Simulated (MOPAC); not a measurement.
MOPAC input (PM7):

```
PM7 FORCE THERMO(298,298) PRECISE LET UHF MS=0.5 GEO-OK AUX(PRECISION=9) THREADS=1
H7N2Si2

N     0.58647856 1    1.97702987 1   -0.43630087 1
Si    0.91911317 1    0.28098486 1   -0.84319384 1
Si   -0.15411763 1   -0.88617590 1    0.71346613 1
N    -1.91153647 1   -0.66370128 1    0.74691494 1
H    -0.07425805 1    2.52430505 1   -0.96359193 1
H     2.36782395 1    0.09113077 1   -0.74116787 1
H     0.48318754 1   -0.11250845 1   -2.18383017 1
H     0.37187013 1   -0.51193119 1    2.03086484 1
H     0.11393792 1   -2.31076265 1    0.48672817 1
H    -2.31310044 1    0.18767771 1    1.11593592 1
H    -2.49824995 1   -1.03429077 1    0.01316318 1
```

Output:

```
 *******************************************************************************
 **                                                                           **
 **                              MOPAC v23.2.5                                **
 **                                                                           **
 *******************************************************************************
 ** MOPAC's Digital Object Identifier: https://doi.org/10.5281/zenodo.6511958 **
 **                                                                           **
 ** Please cite the open-source release paper for use of this MOPAC version:  **
 ** J. E. Moussa and J. J. P. Stewart (2026)                                  **
 ** MOPAC: An open-source semiempirical molecular orbital program             **
 ** J. Open Source Softw., 11(119), 8025, https://doi.org/10.21105/joss.08025 **
 *******************************************************************************

                              PM7 CALCULATION RESULTS

 *******************************************************************************
 *  PM7        - The PM7 Hamiltonian to be used
 *  GEO-OK     - OVERRIDE INTERATOMIC DISTANCE AND OTHER SAFETY CHECKS
 *  UHF        - UNRESTRICTED HARTREE-FOCK CALCULATION
 *  MS=        - IN MECI, MAGNETIC COMPONENT OF SPIN =  0.5
 *  LET        - OVERRIDE SOME SAFETY CHECKS
 *  PRECISE    - TIGHTER CRITERIA TO BE USED
 *  FORCE      - FORCE CALCULATION SPECIFIED
 *  AUX        - OUTPUT AUXILIARY INFORMATION
 *  THERMO     - THERMODYNAMIC QUANTITIES TO BE CALCULATED
 *******************************************************************************
PM7 FORCE THERMO(298,298) PRECISE LET UHF MS=0.5 GEO-OK AUX(PRECISION=9) THREADS=1
 H7N2Si2

   ATOM   CHEMICAL          X               Y               Z
  NUMBER   SYMBOL      (ANGSTROMS)     (ANGSTROMS)     (ANGSTROMS)

     1       N          0.58647856  *   1.97702987  *  -0.43630087  *
     2      Si          0.91911317  *   0.28098486  *  -0.84319384  *
     3      Si         -0.15411763  *  -0.88617590  *   0.71346613  *
     4       N         -1.91153647  *  -0.66370128  *   0.74691494  *
     5       H         -0.07425805  *   2.52430505  *  -0.96359193  *
     6       H          2.36782395  *   0.09113077  *  -0.74116787  *
     7       H          0.48318754  *  -0.11250845  *  -2.18383017  *
     8       H          0.37187013  *  -0.51193119  *   2.03086484  *
     9       H          0.11393792  *  -2.31076265  *   0.48672817  *
    10       H         -2.31310044  *   0.18767771  *   1.11593592  *
    11       H         -2.49824995  *  -1.03429077  *   0.01316318  *

          CARTESIAN COORDINATES

    NO.       ATOM           X           Y           Z

     1         N          0.5865      1.9770     -0.4363
     2        Si          0.9191      0.2810     -0.8432
     3        Si         -0.1541     -0.8862      0.7135
     4         N         -1.9115     -0.6637      0.7469
     5         H         -0.0743      2.5243     -0.9636
     6         H          2.3678      0.0911     -0.7412
     7         H          0.4832     -0.1125     -2.1838
     8         H          0.3719     -0.5119      2.0309
     9         H          0.1139     -2.3108      0.4867
    10         H         -2.3131      0.1877      1.1159
    11         H         -2.4982     -1.0343      0.0132

[...]
 VIBRATION         23   23A           ATOM PAIR      ENERGY CONTRIBUTION    RADIAL
 FREQUENCY          2286.07         Si 3 -- H  9         +51.3% ( 71.3%)     98.5%
 TRANSITION DIPOLE   0.2553         Si 3 -- H  8         +40.3% ( 63.2%)     97.6%
 TRAVEL (Ang.)       0.2620         Si 2 -- H  6          +8.1% ( 28.4%)     99.9%
 REDUCED MASS        0.4298         Si 2 -- Si 3          +0.1% (  3.3%)     56.3%
 EFFECTIVE MASS      1.2169
 FORCE CONSTANT      1.3235

 VIBRATION         24   24A           ATOM PAIR      ENERGY CONTRIBUTION    RADIAL
 FREQUENCY          2294.20         Si 2 -- H  7         +81.9% ( 90.2%)     99.6%
 TRANSITION DIPOLE   0.2631         Si 2 -- H  6         +16.8% ( 40.8%)     90.9%
 TRAVEL (Ang.)       0.2073         Si 3 -- H  8          +0.8% (  9.1%)     98.8%
 REDUCED MASS        0.6839         Si 3 -- H  9          +0.2% (  4.5%)     85.5%
 EFFECTIVE MASS      1.2294
 FORCE CONSTANT      2.1208

 VIBRATION         25   25A           ATOM PAIR      ENERGY CONTRIBUTION    RADIAL
 FREQUENCY          2744.65         N  1 -- H  5         +99.4% ( 99.9%)     99.6%
 TRANSITION DIPOLE   0.7480         N  1 -- Si 2          +0.5% (  7.2%)     31.9%
 TRAVEL (Ang.)       0.1618
 REDUCED MASS        0.9389
 EFFECTIVE MASS      1.3817
 FORCE CONSTANT      4.1670

 VIBRATION         26   26A           ATOM PAIR      ENERGY CONTRIBUTION    RADIAL
 FREQUENCY          2753.40         N  4 -- H 10         +54.0% ( 75.2%)     98.2%
 TRANSITION DIPOLE   0.9210         N  4 -- H 11         +45.2% ( 68.9%)     97.5%
 TRAVEL (Ang.)       0.2176         Si 3 -- N  4          +0.7% (  8.7%)      0.0%
 REDUCED MASS        0.5173
 EFFECTIVE MASS      1.4953
 FORCE CONSTANT      2.3105

 VIBRATION         27   27A           ATOM PAIR      ENERGY CONTRIBUTION    RADIAL
 FREQUENCY          2800.54         N  4 -- H 11         +54.6% ( 72.6%)     98.2%
 TRANSITION DIPOLE   0.9207         N  4 -- H 10         +45.0% ( 65.9%)     97.3%
 TRAVEL (Ang.)       0.2217         Si 3 -- N  4          +0.3% (  5.7%)     83.5%
 REDUCED MASS        0.4897
 EFFECTIVE MASS      1.2087
 FORCE CONSTANT      2.2627

      SYMMETRY NUMBER FOR POINT-GROUP C1  =  1

          SYSTEM IS A GROUND STATE

 H7N2Si2

          MOLECULE IS NOT LINEAR

          THERE ARE 27 GENUINE VIBRATIONS IN THIS SYSTEM
          THIS THERMODYNAMICS CALCULATION IS LIMITED TO
          MOLECULES WHICH HAVE NO INTERNAL ROTATIONS

                    CALCULATED THERMODYNAMIC PROPERTIES
                                          *
   TEMP. (K)   PARTITION FUNCTION   H.O.F.    ENTHALPY  HEAT CAPACITY ENTROPY
                                   KCAL/MOL   CAL/MOLE    CAL/K/MOL  CAL/K/MOL

 298.00  VIB.     0.6190D+02                  3057.7439    21.1627    18.4592
         ROT.     0.1379D+06                   888.2803     2.9808    26.4975
         INT.     0.8535D+07                  3946.0242    24.1435    44.9568
         TRA.     0.8426D+27                  1480.4672     4.9680    39.4425
         TOT.                       20.316    5426.4914    29.1115    84.3992

   *: NOTE: HEATS OF FORMATION ARE RELATIVE TO THE
            ELEMENTS IN THEIR STANDARD STATE AT 298K
              (=  Standard Enthalpy of Formation).

            Hvib:  Zero-point energy is not included.
                   frequencies of less than zero cm-1 are not included.
            Hrot = (3/2)RT
            Htra = (3/2)RT + pV = (5/2)RT

            Heat capacity is Cp, not Cv

          For more information, see: HTTP://OpenMOPAC.net/Manual/thermochemistry.html

           FORCE CONSTANT IN CARTESIAN COORDINATES (Millidynes/A)

    ATOM   CHEMICAL       X               Y               Z
   NUMBER   SYMBOL  FORCE CONSTANT  FORCE CONSTANT  FORCE CONSTANT

      1       N        4.870298        0.447996        3.227443
      2      Si        5.026274        3.138839        4.622880
      3      Si        4.703202        3.522725        5.268181
      4       N        5.513989        1.681292        6.745255
      5       H        1.714061        0.214787        2.758381
      6       H        0.524518        0.792041        2.202341
      7       H        0.738044        0.885667        1.932986
      8       H        0.637552        0.808434        2.108207
      9       H        2.982761        0.302675        0.279612
     10       H        3.936294        0.503575        0.914329
     11       H        1.363489        0.317231        3.680229

 **********************
 *                    *
 * JOB ENDED NORMALLY *
 *                    *
 **********************

 == MOPAC DONE ==
```
